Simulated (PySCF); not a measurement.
Br₂Ni, SMILES [Ni-]([Br])[Br] (connectivity only; charge and spin as stated), charge -1, multiplicity 2. Atoms are numbered in the order given.

```xyz
3

Ni     0.0000     0.0000     0.0000
Br     0.0000     0.0000     2.2777
Br     0.0000     0.0000    -2.2777
```
Charge -1, spin multiplicity 2.

Coordinates come from a PBE-D3(BJ)/def2-SVPD optimisation. The multiplicity is an assumed one; other spin states were not compared.

These are PBE-D3(BJ)/def2-SVPD in PySCF values and carry that method's errors.

Frequencies are harmonic and unscaled.

Modes within 1.5 cm⁻¹ of each other (mostly degenerate sets) share a row, with their intensities summed.

```
mode  ν (cm⁻¹)  IR (km/mol)  moving atoms (share of kinetic energy)
----  --------  -----------  --------------------------------------
1–2         75          2.6                        Ni 73 %, Br 27 %
3          186          0.0                                Br 100 %
4          325         26.5                        Ni 73 %, Br 27 %
```
